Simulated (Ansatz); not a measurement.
```yaml
crystal:
  periodic: [false, false, false]
  atoms:
    - {symbol: Bi, position_ang: [-0.417802, -0.689859, 1.156691]}
    - {symbol: C, position_ang: [1.498487, -0.613819, 0.027674]}
    - {symbol: H, position_ang: [1.891041, 0.444970, 0.034188]}
    - {symbol: H, position_ang: [1.363718, -0.957931, -0.956061]}
    - {symbol: H, position_ang: [2.326933, -1.231597, 0.459003]}
    - {symbol: C, position_ang: [-1.298284, 1.027667, 0.012392]}
    - {symbol: H, position_ang: [-2.274619, 1.373705, 0.398347]}
    - {symbol: H, position_ang: [-1.317301, 0.770638, -0.996711]}
    - {symbol: H, position_ang: [-0.617868, 1.941436, 0.096148]}
    - {symbol: F, position_ang: [-1.168460, -2.009919, -0.214859]}
basis:
  gaussian: {orbitals: def2-TZVP, point_charges: [{charge: -1.00, position_ang: [6.212, 0.667, 0.879]}]}
total_charge: 1
magnetization: {spin_polarized: false, initial_magnetization: 1}
hamiltonian: {xc: {name: PBE0}}
correlation: {method: rpa, electrons: all}
scf: {lower_state_search: off}
```

```sh
$ ansatz run in.yaml --threads 4 --pin off --events-out ev --progress --plain --max-ram 3916MiB
```

Shortened log:

```
Functional definition: PBE0
1369 factors; integrals over basis functions are off by at most 1.2e-3 eV
mean field evaluation 1: about -10696.3918 eV, gradient 1.1e2 eV
mean field evaluation 2: about -10696.4104 eV, gradient 1.1e2 eV
mean field evaluation 4: about -10712.0570 eV, gradient 6.0e1 eV
mean field evaluation 8: about -10719.6654 eV, gradient 6.6e-1 eV
mean field evaluation 16: about -10719.6734 eV, gradient 7.9e-3 eV
mean field -10719.67339051 eV, -393.9407310456 hartree, gradient 7.8e-6 eV, S^2 0.750000; 0 other end points of the search recorded, 0 dependent functions left out
reference -10667.61556632 eV, -392.0276412929 hartree; 25, 24 occupied and 154, 155 virtual orbitals, 1369 factors
Total energy: -10710.52772372 eV, -393.6046339903 hartree
Checks for a lower state left out: stability, starts, cluster_reference, orbital_swaps, neighbouring_geometries, increment
```

Hardware: 4 threads of Intel Xeon on a shared host. Wall time 14 s.

In the def2 sets Bi takes a core potential; there is no spin–orbit coupling. Correlated methods freeze no core orbitals; core or outer-core shells of Bi are correlated, in sets that lack core-valence functions.

With spin_polarized false and unpaired electrons the run is restricted open-shell.
